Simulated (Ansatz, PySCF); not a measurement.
CH3Cl, charge +1, doublet, at a GFN2-xTB geometry (a state made from the parent by changing its charge; the spin is typed, not shown lowest). Base run: B97M-V/def2-SVP (PySCF).

The PySCF input:
```python
from pyscf import gto, scf, dft

mol = gto.Mole()
mol.atom = '''
    C    -1.082671   -0.021148   -0.031958
    Cl    0.640655    0.012514    0.018911
    H    -1.428599   -0.674423   -0.850335
    H    -1.486111   -0.405169    0.919851
    H    -1.480403    0.993740   -0.199249
'''
mol.basis = 'def2-svp'
mol.charge = 1
mol.spin = 1
mol.verbose = 3
mol.build()

mf = dft.UKS(mol)
mf.xc = 'b97m_v'
mf.kernel()
```

The same geometry, method and basis name were run in Ansatz (a program for electronic structure) and PySCF, at each program's defaults and at the settings that a row names. The base is PySCF at its defaults. Differences at the defaults can come from grids, fitting, cores and function types together.

| code and settings | ΔE vs base (µEh) | basis functions | E (Eh) | SCF cycles |
|---|---|---|---|---|
| PySCF, defaults (exact integrals, its default grid, spherical functions) | 0.0 | 47 | -499.39322 | 29 |
| Ansatz, defaults (factorised integrals, its default grid, spherical functions) | -9.1 | 47 | -499.39323 | - |
| PySCF, density fitting with def2-universal-jkfit | -53.3 | 47 | -499.39327 | 30 |
| PySCF, fine grid | -7.4 | 47 | -499.39323 | 15 |
| Ansatz, high accuracy | -8.0 | 47 | -499.39323 | - |

Open shells are given as the SCF converged; they aren't shown to be the lowest states, and a large step between rows can be another state.
